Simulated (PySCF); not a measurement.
Be(tBu)(SH) (C₄H₁₀BeS), SMILES C[C](C)(C)[Be][SH].

The structure is a stationary point at B3LYP-D3(BJ)/def2-SVP. Other conformers were not sampled.

Two levels are set side by side: TDA-PBE/def2-SVPD (PySCF) and TDA-B3LYP/def2-SVPD (PySCF). Vertical, same geometry. The lowest singlet is HOMO→LUMO 98 % with PBE and HOMO→LUMO 94 % with the other functional; states are paired by order. Differences are taken from unrounded values.

| quantity | TDA-B3LYP |
|---|---|
| lowest singlet excitation (eV) | 5.37 |
| lowest triplet excitation (TDA) (eV) | 4.90 |
| first bright state (f over 0.05) (eV) | 6.02 |
| its oscillator strength | 0.07 |

Q: What does TDA-PBE give, and how far is it from TDA-B3LYP? (The exact figures need the calculation; the answer reports its results.)

A: 
```
quantity                               TDA-PBE  TDA-PBE minus TDA-B3LYP
-------------------------------------  -------  -----------------------
lowest singlet excitation (eV)            4.83                    -0.54
lowest triplet excitation (TDA) (eV)      4.36                    -0.53
first bright state (f over 0.05) (eV)     5.71                    -0.30
its oscillator strength                   0.08                     0.01
```

A lower first singlet is the usual sign of a functional without exact exchange. Differences between two approximate levels are no errors against the true value.

Rough cost on one machine, each run with all the roots and properties that it gave: TDA-B3LYP against TDA-PBE about 2 times.
